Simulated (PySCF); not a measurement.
This PySCF input asks for the NMR shieldings of `C(=C(C#C)[SiH2]C(Cl)(Cl)Cl)=S`, C5H3Cl3SSi; the geometry comes from GFN2-xTB.

```python
import basis_set_exchange as bse
import numpy as np
from pyscf import gto, dft
from pyscf.prop import nmr

atoms = """
C     3.257371   -0.662655   -0.584864
C     2.189172   -0.216874   -0.266955
C     0.923462    0.286954    0.102500
C     0.796108    1.402063    0.777636
S     0.595235    2.712683    1.577453
Si   -0.546742   -0.762464   -0.441540
C    -2.161736    0.097275    0.199883
Cl   -2.344722    1.716500   -0.501962
Cl   -3.555851   -0.887616   -0.285532
Cl   -2.157288    0.233064    1.968739
H     4.195275   -1.043655   -0.858065
H    -0.523588   -2.078904    0.192007
H    -0.671085   -0.795884   -1.897028
"""
names = dict.fromkeys(["C", "S", "Si", "Cl", "H"], "pcSseg-1")
basis = {el: gto.basis.parse(bse.get_basis(n, elements=[el], fmt="nwchem")) for el, n in names.items()}
mol = gto.M(atom=atoms, basis=basis, charge=0, verbose=0)
mf = dft.RKS(mol, xc="PBE0")
mf.grids.level = 2
mf.grids.alignment = dft.numint.BLKSIZE   # the property module wants whole blocks of grid points
mf.conv_tol = 1e-9
mf.kernel()

calc = nmr.RKS(mf)   # GIAO
C = mf.mo_coeff
Co = C[:, mf.mo_occ > 0]
resp = mf.gen_response(singlet=True, hermi=2)
def vind(x):   # induced exchange potential for any number of trial vectors
    d = np.einsum("pi,xij,qj->xpq", C, 2 * x.reshape(-1, C.shape[1], Co.shape[1]), Co, optimize=True)
    return np.einsum("xpq,pi,qj->xij", resp(d - d.transpose(0, 2, 1)), C, Co, optimize=True).ravel()
mo1, _ = nmr.rhf.solve_mo1(calc, with_cphf=vind)
sigma = calc.kernel(mo1)
for i, s in enumerate(sigma):   # ppm
    print("%2d %-2s %9.2f" % (i, mol.atom_pure_symbol(i), np.trace(s) / 3))
```

Q: Give the expected output.

A: 
```
 0 C      89.11
 1 C     116.81
 2 C     142.06
 3 C     -66.88
 4 S     201.75
 5 Si    369.51
 6 C      76.89
 7 Cl    515.27
 8 Cl    512.03
 9 Cl    515.78
10 H      28.76
11 H      26.84
12 H      26.83
```

These numbers come from an equivalent density-fitted implementation of the same equations, which agrees with the script to about 0.01 ppm for H and up to a few tenths of a ppm for heavy atoms, so last digits may differ.

Q: Turn these shieldings into chemical shifts. δ = σ(ref) − σ, references computed at the same level: $^{13}$C (σref 186.93) and $^{29}$Si (σref 349.16) and $^{1}$H (σref 31.72) against TMS; $^{33}$S (σref 503.73) against CS2; $^{35}$Cl (σref 949.78) vs HCl.

A: Averaging equivalent atoms: C 3: 253.8; C 6: 110.0; C 0: 97.8; C 1: 70.1; C 2: 44.9; S 4: 302; Si 5: -20.4; Cl 7/8/9: 435; H 11/12: 4.88; H 10: 2.95 ppm. 

Size and cost of the density-fitted run: 220 basis functions, 99 s wall time on 1 thread of an Arm Neoverse N1, shared host; peak memory 1 GiB.
